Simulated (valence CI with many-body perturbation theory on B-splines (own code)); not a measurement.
Hf II: electric-dipole lines

Method: configuration interaction combined with many-body perturbation theory (CI+MBPT): three valence electrons over a frozen Dirac-Fock core [Xe] 4f14, radial functions for each j: 9 s, 9 p, 10 d, 8 f, 5 g, 3 h, 1 i, with the one-electron correlation potential Σ1, the two-electron term Σ2, the three-electron term Σ3, Breit, model QED; selected CI, second order for the rest (own B-spline code, finite nucleus).

Against 13 measured levels this calculation errs by 602 cm⁻¹ on average and by 1220 at most. These come from a selection out of the NIST Handbook of Basic Atomic Spectroscopic Data. Levels without a partner in it may be off by more, other configurations by 1,000 to 4,000 cm⁻¹. 1 measured level below the end of the list, from 34942 cm⁻¹ on, found no clear computed partner.

Lines 51 to 100 of 187 in falling wavelength, among levels below 44299 cm⁻¹, chosen from the strongest by gf and those to the six lowest levels. Wavelengths and rates use the calculated energies, so an error of 600 cm⁻¹ moves a line at 3830 Å by 2.3 % and its rate by three times that or more. Electric multipoles are in the length gauge, E1 and E2 with the static RPA response of the core. Weak lines are less certain than strong ones. Lines between different terms over intervals too small for the method are left out, as are lines whose strength nearly cancels. Where a level lies close to another of its J and parity, the split of strength between their lines is uncertain. The highest levels of a list are the least certain.

Names give the largest LS component (configuration and term), which can be under half, so a name can repeat, a term be missing and a line seem to break the LS rules; names also repeat where a configuration has a term twice. Letters in brackets count levels of one name in rising energy.

| λ vac (Å) | λ from measured levels | Upper | Lower | A (s⁻¹) | S (a.u.) |
| --- | --- | --- | --- | --- | --- |
| 3830 | 3935 | 5d6s6p ⁴F°_7/2 | 5d²6s ⁴F_9/2 | 1.21e+06 | 2.68e-01 |
| 3821 |  | 5d²6p ⁴G°_7/2 | 5d²6s ²F_5/2 | 3.05e+06 | 6.71e-01 |
| 3810 | 3882 | 5d6s6p ⁴F°_5/2 [a] | 5d²6s ⁴F_3/2 | 2.37e+06 | 3.88e-01 |
| 3796 |  | 5d6s6p ⁴P°_3/2 | 5d²6s ⁴P_5/2 | 9.72e+06 | 1.05e+00 |
| 3796 |  | 5d²6p ²F°_7/2 | 5d²6s ²F_7/2 | 7.45e+06 | 1.61e+00 |
| 3792 | 3794 | 5d6s6p ⁴F°_5/2 [a] | 5d6s² ²D_5/2 | 6.05e+06 | 9.76e-01 |
| 3787 |  | 5d6s6p ²F°_5/2 | 5d²6s ²G_7/2 | 5.56e+07 | 8.95e+00 |
| 3786 |  | 5d6s6p ⁴D°_1/2 [a] | 5d²6s ⁴F_3/2 | 2.06e+07 | 1.11e+00 |
| 3763 |  | 5d²6p ⁴F°_7/2 | 5d²6s ²G_7/2 | 1.53e+07 | 3.21e+00 |
| 3755 |  | 5d²6p ²D°_5/2 | 5d²6s ²F_7/2 | 4.26e+06 | 6.67e-01 |
| 3735 |  | 5d²6p ⁴F°_7/2 | 5d²6s ²G_9/2 | 7.23e+06 | 1.49e+00 |
| 3707 |  | 5d²6p ⁴G°_9/2 | 5d²6s ²F_7/2 | 5.72e+06 | 1.44e+00 |
| 3702 |  | 5d6s6p ²F°_7/2 | 5d²6s ²G_7/2 | 3.56e+06 | 7.12e-01 |
| 3698 |  | 5d6s6p ²F°_7/2 | 5d²6s ²D_5/2 | 1.37e+07 | 2.73e+00 |
| 3675 |  | 5d6s6p ²F°_7/2 | 5d²6s ²G_9/2 | 4.80e+07 | 9.41e+00 |
| 3672 |  | 5d6s6p ⁴F°_5/2 [b] | 5d²6s ⁴F_7/2 | 2.70e+04 | 3.96e-03 |
| 3668 |  | 5d6s6p ⁴P°_5/2 | 5d²6s ⁴P_5/2 | 2.20e+07 | 3.22e+00 |
| 3663 |  | 5d6s6p ⁴D°_3/2 | 5d²6s ⁴F_5/2 | 1.32e+07 | 1.28e+00 |
| 3663 |  | 5d²6p ²D°_5/2 | 5d²6s ²D_3/2 [a] | 3.66e+06 | 5.33e-01 |
| 3595 |  | 5d6s6p ⁴P°_5/2 | 5d²6s ⁴P_3/2 | 7.60e+06 | 1.05e+00 |
| 3590 |  | 5d6s6p ⁴P°_3/2 | 5d²6s ⁴P_1/2 | 1.67e+07 | 1.52e+00 |
| 3585 | 3563 | 5d6s6p ⁴F°_3/2 | 5d6s² ²D_3/2 | 1.86e+07 | 1.69e+00 |
| 3559 | 3645 | 5d6s6p ⁴F°_7/2 | 5d²6s ⁴F_7/2 | 1.44e+07 | 2.56e+00 |
| 3552 |  | 5d²6p ²P°_1/2 | 5d²6s ²P_1/2 | 2.70e+07 | 1.20e+00 |
| 3521 |  | 5d²6p ⁴F°_5/2 | 5d²6s ²F_7/2 | 1.17e+07 | 1.51e+00 |
| 3515 |  | 5d6s6p ⁴F°_5/2 [b] | 5d²6s ⁴F_5/2 | 1.54e+07 | 1.98e+00 |
| 3514 |  | 5d6s6p ⁴D°_5/2 [a] | 5d²6s ⁴F_7/2 | 1.98e+07 | 2.55e+00 |
| 3493 |  | 5d²6p ²P°_3/2 | 5d²6s ²D_3/2 [a] | 1.95e+07 | 1.64e+00 |
| 3489 |  | 5d6s6p ⁴D°_3/2 | 5d²6s ⁴F_3/2 | 1.35e+07 | 1.13e+00 |
| 3474 |  | 5d6s6p ⁴D°_3/2 | 5d6s² ²D_5/2 | 1.89e+07 | 1.56e+00 |
| 3459 |  | 5d6s6p ⁴D°_5/2 [b] | 5d²6s ⁴F_7/2 | 1.61e+07 | 1.98e+00 |
| 3448 |  | 5d6s6p ²F°_5/2 | 5d²6s ²F_7/2 | 4.60e+06 | 5.59e-01 |
| 3440 |  | 5d²6p ⁴F°_5/2 | 5d²6s ²D_3/2 [a] | 5.18e+06 | 6.24e-01 |
| 3439 |  | 5d6s6p ⁴D°_7/2 | 5d²6s ⁴F_9/2 | 4.62e+07 | 7.42e+00 |
| 3432 | 3401 | 5d6s6p ⁴F°_5/2 [a] | 5d6s² ²D_3/2 | 2.91e+07 | 3.49e+00 |
| 3418 |  | 5d²6p ²F°_7/2 | 5d²6s ²F_5/2 | 5.64e+06 | 8.89e-01 |
| 3418 | 3415 | 5d²6p ²P°_3/2 | 5d²6s ⁴P_5/2 | 1.05e+07 | 8.26e-01 |
| 3413 |  | 5d6s6p ⁴D°_1/2 [a] | 5d6s² ²D_3/2 | 6.89e+06 | 2.70e-01 |
| 3412 | 3464 | 5d6s6p ⁴F°_7/2 | 5d²6s ⁴F_5/2 | 5.03e+05 | 7.89e-02 |
| 3387 |  | 5d6s6p ²D°_3/2 | 5d²6s ⁴F_5/2 | 1.64e+03 | 1.26e-04 |
| 3378 |  | 5d6s6p ²F°_7/2 | 5d²6s ²F_7/2 | 3.63e+07 | 5.53e+00 |
| 3371 |  | 5d6s6p ²F°_5/2 | 5d²6s ²D_3/2 [a] | 1.25e+07 | 1.42e+00 |
| 3371 |  | 5d6s6p ⁴D°_5/2 [a] | 5d²6s ⁴F_5/2 | 1.23e+07 | 1.40e+00 |
| 3354 |  | 5d6s6p ⁴F°_5/2 [b] | 5d²6s ⁴F_3/2 | 4.76e+06 | 5.31e-01 |
| 3340 |  | 5d6s6p ⁴F°_5/2 [b] | 5d6s² ²D_5/2 | 1.65e+07 | 1.82e+00 |
| 3333 | 3318 | 5d²6p ⁴G°_7/2 | 5d²6s ⁴F_9/2 | 1.49e+06 | 2.17e-01 |
| 3320 |  | 5d6s6p ⁴D°_5/2 [b] | 5d²6s ⁴F_5/2 | 1.89e+06 | 2.05e-01 |
| 3307 |  | 5d6s6p ⁴D°_1/2 [b] | 5d²6s ⁴F_3/2 | 4.61e+07 | 1.64e+00 |
| 3276 | 3353 | 5d6s6p ⁴F°_9/2 | 5d²6s ⁴F_9/2 | 1.45e+07 | 2.52e+00 |
| 3247 | 3255 | 5d6s6p ⁴F°_7/2 | 5d6s² ²D_5/2 | 1.49e+07 | 2.02e+00 |
